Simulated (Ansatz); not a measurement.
CH$_{6}$B$_{2}$FGa (`C[B]([GaH2])BF`), 11 atoms. Total charge 0; spin multiplicity 1. Correlated methods include outer-core shells of Ga, which these sets cover unevenly. Scalar relativity is left out up to krypton. All runs use 4 threads of an Arm Neoverse V2 on a shared host. Correlated methods freeze the cores.

(1) Give the basis size and wall time and peak host memory of each of these runs in Ansatz. RKS ωB97M-V/def2-QZVPP energy; RKS PBE0-D4/def2-QZVPP energy; RKS SPW92 (LDA)/def2-TZVPP energy; RKS ωB97M-V/def2-TZVPP energy and forces; RKS BHLYP-D4/def2-TZVPP energy; RKS PBE0-D4/def2-SVP energy; RHF-CCSD(T)/def2-SVP energy; RKS r2SCAN-D4/def2-TZVPP energy and forces; direct RPA on PBE orbitals/def2-TZVPP energy; RKS PBE0-D4/def2-TZVP frequencies; RKS PBE0-D4/def2-TZVP relaxation (27 steps); RHF-MP2/def2-QZVPP energy. (An estimate is asked.)

Answers

(1) The calculation gave: Other jobs shared the machine, so times are rough.

```csv
level,job,functions,wall time,peak host memory (GiB)
RKS SPW92 (LDA)/def2-TZVPP,energy,256,1.5 s,0.33
RKS PBE0-D4/def2-SVP,energy,118,1.5 s,0.46
RKS BHLYP-D4/def2-TZVPP,energy,256,3.7 s,0.72
RKS r2SCAN-D4/def2-TZVPP,energy and forces,256,5.5 s,0.36
direct RPA on PBE orbitals/def2-TZVPP,energy,256,6 s,0.63
RKS PBE0-D4/def2-QZVPP,energy,497,10 s,1.9
RHF-CCSD(T)/def2-SVP,energy,118,11 s,0.66
RKS ωB97M-V/def2-TZVPP,energy and forces,256,14 s,0.97
RKS ωB97M-V/def2-QZVPP,energy,497,23 s,2.3
RHF-MP2/def2-QZVPP,energy,497,29 s,3.2
RKS PBE0-D4/def2-TZVP,relaxation (27 steps),208,100 s,0.64
RKS PBE0-D4/def2-TZVP,frequencies,208,2.8 min,0.63
```
